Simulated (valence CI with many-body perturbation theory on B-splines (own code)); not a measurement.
E1 transitions of Os⁶²⁺

Computed by relativistic CI+MBPT: four valence electrons over a frozen Dirac-Fock core [Ne], radial functions for each j: 11 s, 11 p, 10 d, 8 f, 5 g, 2 h, with the one-electron correlation potential Σ1, the two-electron term Σ2, the three-electron term Σ3, Breit, model QED; selected CI, second order for the rest, scaled by the run's own slope (own B-spline code, finite nucleus).

No measured spectrum was set against this ion. As an estimate, large intervals hold to a few tenths of a per cent, small ones and those within an open d or f shell to about a per cent. Among the levels kept, up to 600 cm⁻¹ of a level comes from second order outside the variational space, and about a tenth of that is noise between levels of different J, which matters for small intervals.

Lines 151 to 200 of 576 in falling wavelength, among levels below 1911.6 eV, chosen from the strongest by gf and those to the six lowest levels. Wavelengths and rates use the calculated energies. Electric multipoles are in the length gauge, E1 and E2 with the static RPA response of the core. Weak lines are less certain than strong ones. Lines between different terms over intervals too small for the method are left out, as are lines whose strength nearly cancels. The highest levels of a list are the least certain.

Levels are named by their leading jj configuration (3d3/2^4 stands for four electrons in 3d with j = 3/2), which in mixed levels can hold well under half, so a name can repeat and another be missing. Letters in brackets count levels of one name in rising energy.

```tsv
λ vac (nm)	Upper	Lower	A (s⁻¹)	log gf	Branch %
3.675	(3s 3p1/2 3d5/2^2) J=3 [b]	(3s 3p1/2 3p3/2 3d5/2) J=3 [c]	9.30e+10	-0.88	8.6
3.674	(3p1/2^2 3p3/2 3d5/2) J=1	(3p1/2^2 3p3/2^2) J=0	2.15e+11	-0.88	17.3
3.667	(3p1/2^2 3p3/2 3d5/2) J=2	(3s 3p1/2 3p3/2 3d3/2) J=2 [a]	1.08e+11	-0.96	9.6
3.664	(3p1/2^2 3d3/2 3d5/2) J=1	(3p1/2^2 3p3/2 3d3/2) J=1	1.16e+11	-1.16	23.8
3.663	(3p1/2^2 3d3/2 3d5/2) J=4	(3p1/2^2 3p3/2 3d3/2) J=3	2.25e+11	-0.39	38.3
3.661	(3p1/2^2 3p3/2 3d5/2) J=3	(3s 3p1/2 3p3/2 3d3/2) J=2 [b]	3.16e+11	-0.35	24.0
3.657	(3s 3p1/2 3p3/2 3d5/2) J=2 [d]	(3s 3p1/2 3p3/2^2) J=1 [b]	4.07e+11	-0.39	10.8
3.654	(3s 3p1/2^2 3d5/2) J=3	(3s 3p1/2^2 3p3/2) J=2	2.37e+11	-0.48	82.9
3.652	(3s^2 3p3/2 3d5/2) J=1	(3s^2 3p3/2^2) J=0	3.76e+11	-0.65	74.6
3.651	(3s 3p3/2^2 3d5/2) J=3 [b]	(3s 3p3/2^3) J=2	6.49e+10	-1.04	2.0
3.649	(3s 3p1/2 3d5/2^2) J=0	(3s 3p1/2 3p3/2 3d5/2) J=1 [b]	3.99e+11	-1.10	48.9
3.649	(3s^2 3d3/2 3d5/2) J=2	(3s^2 3p3/2 3d3/2) J=1	2.35e+11	-0.63	4.5
3.647	(3p1/2^2 3d3/2 3d5/2) J=3	(3p1/2^2 3p3/2 3d3/2) J=2	1.50e+11	-0.68	31.2
3.646	(3s 3p1/2 3d3/2 3d5/2) J=4 [c]	(3s 3p1/2 3p3/2 3d3/2) J=3 [c]	9.73e+10	-0.76	2.6
3.646	(3s^2 3p1/2 3d5/2) J=2	(3s^2 3p1/2 3p3/2) J=1	3.32e+11	-0.48	87.2
3.644	(3s 3p1/2 3p3/2 3d5/2) J=1 [c]	(3s 3p1/2 3p3/2^2) J=1 [a]	3.06e+11	-0.74	28.2
3.644	(3s^2 3d3/2 3d5/2) J=2	(3s^2 3p3/2 3d3/2) J=2	1.38e+11	-0.86	2.6
3.641	(3s 3p1/2 3d3/2 3d5/2) J=4 [a]	(3s 3p1/2 3p3/2 3d3/2) J=3 [a]	2.47e+11	-0.36	75.7
3.629	(3s 3p1/2 3d5/2^2) J=2 [a]	(3s 3p1/2 3p3/2 3d5/2) J=3 [a]	9.78e+10	-1.02	13.1
3.624	(3s 3p1/2 3p3/2 3d5/2) J=3 [d]	(3s 3p1/2 3p3/2^2) J=2 [b]	4.40e+11	-0.22	19.4
3.622	(3s 3p1/2 3p3/2 3d5/2) J=3 [a]	(3s 3p1/2 3p3/2^2) J=2 [a]	3.62e+11	-0.30	69.2
3.619	(3s 3p1/2 3d5/2^2) J=3 [a]	(3s 3p1/2 3p3/2 3d5/2) J=4 [b]	6.88e+10	-1.02	10.2
3.619	(3s 3p3/2^2 3d5/2) J=2 [a]	(3s 3p3/2^3) J=2	4.67e+11	-0.34	23.5
3.619	(3s 3p1/2 3d3/2 3d5/2) J=2 [c]	(3s 3p1/2 3p3/2 3d3/2) J=1 [b]	2.21e+11	-0.66	6.3
3.618	(3s 3p1/2 3p3/2 3d5/2) J=2 [c]	(3s 3p1/2 3p3/2^2) J=1 [a]	3.51e+11	-0.46	23.6
3.614	(3s^2 3d3/2 3d5/2) J=1	(3s^2 3p3/2 3d3/2) J=0	1.88e+11	-0.96	3.7
3.614	(3s 3p1/2 3p3/2 3d5/2) J=2 [b]	(3s 3p1/2 3p3/2^2) J=3	8.46e+10	-1.08	2.7
3.613	(3s 3p1/2 3d5/2^2) J=1 [b]	(3s 3p1/2 3p3/2 3d5/2) J=2 [c]	1.97e+11	-0.94	19.6
3.613	(3s 3p1/2 3p3/2 3d5/2) J=2 [c]	(3s 3p1/2 3p3/2^2) J=2 [b]	1.43e+11	-0.85	9.7
3.613	(3s 3p1/2 3p3/2 3d5/2) J=1 [b]	(3s 3p1/2 3p3/2^2) J=0	2.15e+11	-0.90	20.1
3.612	(3s 3p1/2 3d3/2 3d5/2) J=3 [a]	(3s 3p1/2 3p3/2 3d3/2) J=2 [a]	3.30e+11	-0.34	71.7
3.608	(3s 3p1/2 3d3/2 3d5/2) J=5	(3s 3p1/2 3p3/2 3d3/2) J=4	2.90e+11	-0.21	85.7
3.603	(3p1/2^2 3d3/2 3d5/2) J=1	(3p1/2^2 3p3/2 3d3/2) J=0	1.22e+11	-1.15	25.1
3.603	(3s^2 3d3/2 3d5/2) J=1	(3s^2 3p3/2 3d3/2) J=1	1.77e+11	-0.99	3.4
3.598	(3p1/2^2 3d5/2^2) J=0	(3p1/2^2 3p3/2 3d5/2) J=1	4.47e+11	-1.06	54.4
3.597	(3s^2 3d3/2 3d5/2) J=4	(3s^2 3p3/2 3d3/2) J=3	3.89e+11	-0.17	10.1
3.592	(3s 3p1/2 3d3/2 3d5/2) J=1 [a]	(3s 3p1/2 3p3/2 3d3/2) J=1 [a]	1.48e+11	-1.07	28.5
3.587	(3s 3p1/2 3d5/2^2) J=1 [b]	(3s 3p1/2 3p3/2 3d5/2) J=1 [c]	1.28e+11	-1.13	12.7
3.583	(3s 3p1/2 3d5/2^2) J=3 [a]	(3s 3p1/2 3p3/2 3d5/2) J=3 [b]	2.59e+11	-0.46	38.6
3.581	(3p1/2^2 3d5/2^2) J=4	(3p1/2^2 3p3/2 3d5/2) J=4	1.03e+11	-0.75	17.1
3.581	(3s 3p1/2 3d3/2 3d5/2) J=4 [b]	(3s 3p1/2 3p3/2 3d3/2) J=4	4.81e+10	-1.08	8.3
3.578	(3s 3p3/2^2 3d5/2) J=2 [c]	(3s 3p3/2^3) J=1	7.82e+11	-0.12	13.9
3.577	(3s^2 3p3/2 3d5/2) J=3	(3s 3p1/2^2 3d3/2) J=2	1.11e+11	-0.83	15.8
3.571	(3s 3p1/2 3d5/2^2) J=2 [b]	(3s 3p1/2 3p3/2 3d5/2) J=2 [b]	1.67e+11	-0.80	17.6
3.569	(3s 3p1/2 3d3/2 3d5/2) J=2 [a]	(3s 3p1/2 3p3/2 3d3/2) J=1 [a]	1.99e+11	-0.72	21.6
3.565	(3s^2 3d5/2^2) J=0	(3s^2 3p3/2 3d5/2) J=1	8.56e+11	-0.79	92.2
3.563	(3s 3p1/2 3d3/2 3d5/2) J=1 [a]	(3s 3p1/2 3p3/2 3d3/2) J=0 [a]	2.02e+11	-0.94	39.1
3.548	(3s 3p1/2 3d3/2 3d5/2) J=4 [c]	(3s 3p1/2 3p3/2 3d3/2) J=3 [b]	2.54e+11	-0.36	6.7
3.544	(3p1/2^2 3d5/2^2) J=2	(3p1/2^2 3p3/2 3d5/2) J=2	2.72e+11	-0.59	39.4
3.538	(3s^2 3p3/2 3d5/2) J=3	(3s^2 3p3/2^2) J=2	5.91e+11	-0.11	83.9
```

Q: How does gf follow from A for the line at 3.583 nm?

A: gf = 1.4992 × (2J+1)_upper × A / σ², with σ = 2791260 cm⁻¹ and 2J+1 = 7: gf = 0.349.
